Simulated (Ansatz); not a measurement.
`OCB(F)[SiH2]Cl` + `[SiH3]OP` → `OCB(F)O[SiH3]` + `P[SiH2]Cl`  (redistribution)

Isolated molecules relaxed with PBE0-D4/def2-TZVP in Ansatz; ΔE leaves out vibrations. CCSD(T)/CBS adds triple-zeta CCSD(T) − MP2 to the extrapolated MP2 energy (def2 sets, frozen cores). DFT in def2-TZVPP. B3LYP here is the variant with VWN-RPA as its local correlation; programs differ in this. One conformer a species, not always the lowest.

```json
{"level": "PBE-D4", "ΔE (kcal/mol)": "-49.7", "difference from CCSD(T)/CBS": "1.7"}
{"level": "B3LYP-D4", "ΔE (kcal/mol)": "-49.9", "difference from CCSD(T)/CBS": "1.5"}
{"level": "ωB97X-V", "ΔE (kcal/mol)": "-49.7", "difference from CCSD(T)/CBS": "1.7"}
{"level": "ωB97M-V", "ΔE (kcal/mol)": "-51.0", "difference from CCSD(T)/CBS": "0.4"}
{"level": "B2PLYP", "ΔE (kcal/mol)": "-50.9", "difference from CCSD(T)/CBS": "0.5"}
{"level": "PBE", "ΔE (kcal/mol)": "-49.6", "difference from CCSD(T)/CBS": "1.8"}
{"level": "r2SCAN", "ΔE (kcal/mol)": "-52.3", "difference from CCSD(T)/CBS": "-0.9"}
{"level": "PBE0", "ΔE (kcal/mol)": "-51.3", "difference from CCSD(T)/CBS": "0.1"}
{"level": "B3LYP", "ΔE (kcal/mol)": "-49.8", "difference from CCSD(T)/CBS": "1.6"}
{"level": "MP2/def2-TZVPP", "ΔE (kcal/mol)": "-53.0", "difference from CCSD(T)/CBS": "-1.6"}
{"level": "SCS-MP2/def2-TZVPP", "ΔE (kcal/mol)": "-51.1", "difference from CCSD(T)/CBS": "0.3"}
{"level": "CCSD/def2-TZVPP", "ΔE (kcal/mol)": "-51.5", "difference from CCSD(T)/CBS": "-0.1"}
{"level": "CCSD(T)/def2-TZVPP", "ΔE (kcal/mol)": "-51.5", "difference from CCSD(T)/CBS": "-0.1"}
{"level": "HF/def2-QZVPP", "ΔE (kcal/mol)": "-50.8", "difference from CCSD(T)/CBS": "0.6"}
{"level": "HF/CBS(def2)", "ΔE (kcal/mol)": "-50.8", "difference from CCSD(T)/CBS": "0.6"}
{"level": "MP2/CBS(def2)", "ΔE (kcal/mol)": "-52.8", "difference from CCSD(T)/CBS": "-1.4"}
{"level": "CCSD(T)/CBS", "ΔE (kcal/mol)": "-51.4", "difference from CCSD(T)/CBS": "0"}
```

Largest T1 diagnostic among the species: 0.012.

From PBE to PBE0 (25 % exact exchange), in def2-TZVPP and without D4, ΔE moves by −1.8 kcal/mol.
